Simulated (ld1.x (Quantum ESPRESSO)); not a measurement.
# Transferability test, TM potential for C (Z = 6)

ld1.x (Quantum ESPRESSO) 7.5 input, shortened:

```
&input
   title='C', zed=6., rel=1, dft='WC', iswitch=3,
   config='[He] 2s2 2p1 3d-2'
 /
 &inputp
   pseudotype=2, tm=.true., lloc=1,
   nlcc=.true., new_core_ps=.true.
 /
3
2S  1  0   2.00   0.00  0.85  0.85  0.0
3D  3  2  -2.00   0.15  1.30  1.30  0.0
2P  2  1   1.00   0.00  1.40  1.40  0.0
 &test
   configts(1)='2s2 2p1'
 /
```

Energies are relative to the spin-unpolarised reference configuration 2s2 2p1; without spin polarisation the order of configurations can differ from experiment.

Problem. Give the all-electron excitation energy and the error of the potential for: 2s2 2p2; 2s2 2p0; 2s1 2p0; 2s0 2p4; 2s1 2p3; 2s2 2p2.3; 2s2 2p1.5.

Solution.

```tsv
valence configuration	charge	ΔE all-electron (eV)	error AE − PS (meV)
2s2 2p2	0	-10.816	+3.5
2s2 2p0	+2	24.072	+30
2s1 2p0	+3	72.118	+114
2s0 2p4	0	6.066	+31
2s1 2p3	0	-2.382	+12
2s2 2p2.3	-0.3	-11.960	+3.6
2s2 2p1.5	+0.5	-6.874	+1.8
```

Levels in the configuration 2s2 2p2.3:

```tsv
level	all-electron (eV)	pseudo (eV)
2s	-10.732	-10.727
2p	-2.455	-2.454
```
